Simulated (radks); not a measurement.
The numbers below are computed, except where a source is named.
Task: Successive ionisation energies (eV) of one element, from differences of total energies of ions in their ground configurations, starting at charge 0: 14.199, 25.042, 36.914, 49.645, 64.208, 78.480, 110.79, 126.87, 233.37, 271.45, 311.38, 353.09, 396.53, 441.66, 490.38, 538.96, 589.13, 640.84, 785.98, 834.88, 884.51, 934.82. Level of theory: Dirac Kohn-Sham, relativistic LDA (MacDonald-Vosko exchange, VWN5 correlation), spin-unpolarised, spherical densities, finite nucleus; open shells fill j = l - 1/2 first; Fermi nuclear charge, rms radius 4.1884 fm (a radial shooting solver on a logarithmic mesh with Libxc functionals). Which element is it?

Result: Krypton (Z = 36). The first species listed is Kr in [Kr], the last Kr21+ in [Ne] 3s2 3p3.
